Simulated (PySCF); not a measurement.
## Radial density of Sm²⁺ (samarium, charge +2)

UHF, [Xe] 4f5 5d1, one real determinant (an excited configuration). All numbers are calculated (PySCF 2.14, scalar relativity by spin-free X2C-1e, in ANO-RCC-VTZP).

```
r (bohr)  4πr²ρ (e/bohr)  4πr²(ρα − ρβ)
  0.0201           79.24         0.0016
  0.0339           73.15         0.0043
  0.0570           102.7         0.0108
  0.0959           94.52         0.0379
   0.161           88.52         0.2739
   0.271           68.82         1.6406
   0.456           41.30         5.0371
   0.767           28.67         5.2121
    1.29           10.35         2.2218
    2.17           3.129         0.6243
    3.65          0.2005         0.1327
    6.14        0.006424         0.0064
    10.3       0.0001942         0.0002
```

Densities and radii are taken from the X2C orbitals without a picture-change correction, which distorts them close to the nucleus.

⟨L²⟩ = 30.04 against 56 for a pure K term, so this real determinant mixes terms. Spin-orbit coupling, absent here, splits the open shell strongly.
